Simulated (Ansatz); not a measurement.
Consider the cleavage of the Si–Ge bond: `[SiH3][GeH2][SiH2][SiH2][GeH3]` + `[NH2][GaH2]` → `[GaH2][NH][SiH2][SiH2][GeH3]` + `[SiH3][GeH3]`.

Computed with Ansatz on PBE0-D4/def2-TZVP structures; ΔE is electronic, products minus reactants. CBS: MP2 limit from def2 TZ/QZ plus the TZ coupled-cluster correction, frozen cores. DFT in def2-TZVPP. HSE06 is defined as in plane-wave codes. For Ga, Ge outer-core shells are correlated without core-valence functions, which leaves a few kJ/mol of doubt a bond. Scalar relativity is left out up to krypton. Each species was taken in one conformer, which may not be the lowest.

`[SiH3][GeH2][SiH2][SiH2][GeH3]`:

```xyz
17

Si   -0.841    1.590   -1.972
Ge    1.259    1.258   -0.903
Si    0.938    0.879    1.427
Si   -0.752   -0.713    1.685
Ge   -0.251   -2.627    0.361
H    -1.552    2.731   -1.337
H    -0.667    1.876   -3.420
H    -1.673    0.367   -1.818
H     2.172    2.477   -1.133
H     1.953    0.028   -1.519
H     2.199    0.386    2.047
H     0.557    2.159    2.088
H    -0.912   -1.114    3.110
H    -2.039   -0.128    1.216
H    -1.334   -3.709    0.508
H     1.100   -3.230    0.783
H    -0.157   -2.231   -1.122
```

`[NH2][GaH2]`:

Z-matrix (Å, degrees):
```
N
Ga 1 1.813
H 1 1.006 2 124.1
H 1 1.006 2 124.0 3 -180.0
H 2 1.561 1 116.7 3 -180.0
H 2 1.561 1 116.7 3 0.0
```

`[GaH2][NH][SiH2][SiH2][GeH3]`:

```xyz
15

Ga   -1.294    1.572   -0.582
N     0.548    1.697   -0.471
Si    1.539    0.883    0.675
Si    0.445   -1.122    1.238
Ge   -0.737   -1.779   -0.725
H    -1.993    1.077    0.728
H    -1.982    2.170   -1.848
H     1.019    2.158   -1.235
H     1.831    1.668    1.910
H     2.853    0.527    0.065
H    -0.531   -0.997    2.354
H     1.401   -2.214    1.575
H    -1.866   -2.795   -0.489
H    -1.436   -0.538   -1.373
H     0.203   -2.308   -1.821
```

`[SiH3][GeH3]`:

```xyz
8

Si   -0.501    1.083    0.124
Ge    0.491   -1.063   -0.122
H    -1.587    1.031    1.139
H    -1.076    1.533   -1.171
H     0.520    2.070    0.564
H     1.097   -1.535    1.210
H     1.612   -1.023   -1.175
H    -0.556   -2.097   -0.570
```

| level | ΔE (kJ/mol) |
| --- | --- |
| LDA (SPW92) | -21.8 |
| PBE0-D4 | -13.8 |
| r2SCANh-D4 | -19.7 |
| HSE06-D4 | -13.4 |
| LC-ωPBE | -17.9 |
| RPA@PBE/def2-TZVPP | -23.6 |
| CCSD(T)/def2-TZVPP | -23.3 |
| CCSD/CBS(def2) | -21.1 |

Question: What does CCSD(T)/CBS give? (Estimate.)

Answer: Ansatz gave: -20.7 kJ/mol. The listed levels differ from it by -1.1, 6.9, 1.0, 7.3, 2.8, -2.9, -2.6, -0.4 kJ/mol.

Largest T1 diagnostic among the species: 0.014.

In def2-TZVPP, CCSD(T) changes the Hartree–Fock value by +4.6 kJ/mol (the triples alone add +0.4 kJ/mol) and MP2 by +3.8 kJ/mol. From PBE to PBE0 (25 % exact exchange), in def2-TZVPP and without D4, ΔE moves by −4.7 kJ/mol. At CCSD(T), def2-SVP lies +3.3 kJ/mol from the extrapolated value and def2-TZVPP −2.6 kJ/mol.
